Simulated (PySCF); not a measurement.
Al(H)(Cl)(OMe) (CH4AlClO), SMILES C[O][AlH][Cl]. Geometry: PBE-D3(BJ)/def2-SVP. The values are those of a single conformer.

**Question.** Give the equilibrium geometry at PBE-D3(BJ)/def2-SVP (PySCF confirms it by a frequency run) as Cartesian coordinates in Å, and its point group. (Estimate from the structure and the level; the computed values follow.)

**Answer.** Several could match; the one computed here: point group Cs.
```xyz
8

Al    -0.9093    -0.1785     0.0000
H     -2.4542    -0.4924     0.0000
Cl     0.5570    -1.7060     0.0000
O     -0.4153     1.4512     0.0000
C      0.7905     2.1722     0.0000
H      0.8480     2.8289    -0.8966
H      1.6898     1.5145     0.0000
H      0.8480     2.8289     0.8966
```
